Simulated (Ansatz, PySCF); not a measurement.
Species: ditellurium, Te2, charge 0, multiplicity 3. 
Geometry from a B3LYP-D3(BJ)/def2-TZVP (Ansatz, a quantum-chemistry and plane-wave program) optimisation:
```
Te
Te 1 2.5746
```
Charge 0, spin multiplicity 3.

Quantity: vertical ionisation energy (to the doublet state of charge +1; each state is the SCF solution reached for its spin; the UHF <S^2> is 1.58 for the doublet (pure: 0.75); for the doublet T1 is 0.083; for the triplet the Hartree-Fock reference is unstable and T1 is 0.019), in eV. Correlated levels leave the core frozen unless marked. UHF or UKS for open shells. Spin-orbit coupling is left out. Frozen are the shells of the preceding noble gas and the d and f shells that filled before the atom's block. In def2 rows, elements after Kr have scalar-relativistic effective core potentials. 

```
level                 program  vertical ionisation energy (eV)
--------------------  -------  -------------------------------
SVWN5/def2-TZVPD       Ansatz                             8.34
PBE/def2-TZVPD         Ansatz                             8.20
r2SCAN/def2-TZVPD      Ansatz                             8.44
B3LYP/def2-TZVPD       Ansatz                             8.36
PBE0/def2-TZVPD        Ansatz                             8.44
BHLYP/def2-TZVPD       Ansatz                             8.40
CAM-B3LYP/def2-TZVPD   Ansatz                             8.49
wB97M-V/def2-TZVPD     Ansatz                             8.41
wB97X-V/def2-TZVPD     Ansatz                             8.46
CCSD/def2-SVPD         Ansatz                             8.08
CCSD/def2-TZVPPD       Ansatz                             8.24
CCSD/def2-QZVPPD       Ansatz                             8.34
CCSD(T)/def2-SVPD      Ansatz                             8.04
CCSD(T)/def2-TZVPPD    Ansatz                             8.22
CCSD(T)/def2-QZVPPD    Ansatz                             8.33
```

For comparison, minus the highest occupied orbital energy (PySCF): 6.37 eV at PW6B95/def2-TZVPD, 6.90 eV at MN15/def2-TZVPD, 7.45 eV at M06-2X/def2-TZVPD.
